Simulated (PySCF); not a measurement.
C4H4Cl2. Atoms are numbered in the order given.

```xyz
10

C     -3.1956     0.4806     0.0000
C     -2.1200    -0.5709     0.0000
C     -0.8288    -0.3385     0.0000
C      0.4552    -0.0970     0.0000
Cl     1.3838     0.0749     1.4713
Cl     1.3838     0.0749    -1.4713
H     -3.8429     0.3669    -0.8860
H     -2.7725     1.4945     0.0000
H     -3.8429     0.3669     0.8860
H     -2.4551    -1.6190     0.0000
```
Charge 0, spin multiplicity 1.

Geometry optimised at B3LYP-D3(BJ)/def2-SVP.

Level of theory: PySCF with PBE/def2-TZVP.

Gas-phase values at a fixed geometry.

Computed frontier levels, gap, dipole moment and polarisability:
```json
{
 "highest_occupied_level": "-6.04 eV",
 "lowest_empty_level": "-1.97 eV",
 "orbital_gap": "4.08 eV",
 "dipole_moment": "2.53 D",
 "quadrupole, principal values (traceless, Buckingham form, about the centre of nuclear charge)": "-3.97, -2.37, 6.35 D·Å",
 "mean_static_polarisability": "81.0 bohr³ (12.00 Å³)",
 "polarisability_principal_values": "51.2, 71.2, 120.6 bohr³"
}
```
